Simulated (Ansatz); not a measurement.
Basis-set extrapolation for CH6ClNSi (`CN[SiH2]Cl`) (PBE0-D4/def2-TZVP geometry, frozen core, Ansatz). Multiplicity 1, RHF reference.

```json
{"": "HF", "def2-TZVPP": "-844.383455", "def2-QZVPP": "-844.410464"}
{"": "MP2 correlation", "def2-TZVPP": "-0.702412", "def2-QZVPP": "-0.758286"}
{"": "CCSD(T) correlation", "def2-TZVPP": "-0.781247", "def2-QZVPP": "not run"}
```

Energies in hartree. Use E(X) = E(∞) + A·exp(−7.88·√X) for Hartree–Fock and E(X) = E(∞) + B·X^(−2.97) for correlation, with X = 3 and 4, and add CCSD(T) minus MP2 of the smaller set to the MP2 limit.

Q: What is the CCSD(T) energy at the basis-set limit?

A: HF limit: -844.410464 + (-0.027009) × 0.13774 = -844.41418. MP2 limit: -0.758286 + (-0.055874) × 0.74074 = -0.79967. Higher-order term: -0.781247 − (-0.702412) = -0.07883. Total: -845.29268 hartree, 336.0 kJ/mol below CCSD(T)/def2-TZVPP.
